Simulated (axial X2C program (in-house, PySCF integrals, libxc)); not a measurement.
# Which molecule has these constants?

Computed with an axial X2C code built on PySCF integrals, spin-free (one-electron X2C) or two-component (2c: spin–orbit coupling with atomic mean-field Coulomb and Gaunt terms, which also bring small scalar terms), in Dyall basis sets with cores contracted in-house; open shells are unrestricted.

A two-component PBE0 calculation in a Dyall 3-zeta basis gave Re = 2.990 Å, ωe = 264.7 cm⁻¹, dipole magnitude 2.33 D, Ω = 0.

Which molecule is it?
A. LiB
B. LiIn
C. LiGa

B. The others have LiGa 2.864 Å and 280.4 cm⁻¹ (Ω = 0); LiB 2.131 Å and 546.4 cm⁻¹ (Ω = 2).

Each entry is the lowest single determinant of a limited PBE0 search at one distance. De goes to single-determinant-based atoms at the same level (for ions the charge split of lowest energy) and is withheld (n/a) where an atom does not fit its ground term or J level. Main or longest-lived isotopes. One determinant is a doubtful description, or other states lie close, for LiIn, LiGa, LiB; these need not be ground states, and all values refer to the states named. Some open-shell Ω = 0 determinants are out of reach, so the Ω given for LiB need not be the lowest component. With several unpaired electrons the Ω given is that of one determinant, not necessarily of the lowest component. Some light 2c atoms are not at their ground J level, so De misses part of their lowering (0.04 eV or less). The functionals have no current term, which raises determinants with orbital currents.
